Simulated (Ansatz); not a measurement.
Results of the Gaussian-basis code of Ansatz.

A structure relaxed at PBE0-D4/def2-TZVP, charge 0, multiplicity 1:

```tsv
atom	x (Å)	y (Å)	z (Å)
C1	1.203	0.890	-0.966
P2	-0.025	-0.019	0.026
C3	-0.215	1.035	1.499
C4	-1.575	0.274	-0.884
Cu5	0.451	-2.076	0.422
O6	0.751	-3.791	0.846
H7	2.167	0.872	-0.455
H8	0.898	1.927	-1.123
H9	1.324	0.399	-1.933
H10	-1.013	0.638	2.128
H11	-0.453	2.066	1.223
H12	0.709	1.020	2.077
H13	-2.410	-0.145	-0.320
H14	-1.747	1.341	-1.045
H15	-1.531	-0.234	-1.848
H16	1.465	-4.199	0.355
```

Question: Give its formula and SMILES.

Answer: C3H10CuOP, `C[P+](C)(C)[Cu-][OH]`.

Question: Point group (tolerance 0.08 Å, 0.16 Å for H)?

Answer: C1.

Question: Summarise the bond lengths by kind.

Answer: 3 × C–P 1.821 Å; 9 × C–H 1.091 to 1.093 Å; 1 × Cu–P 2.148 Å; 1 × Cu–O 1.792 Å; 1 × H–O 0.958 Å.
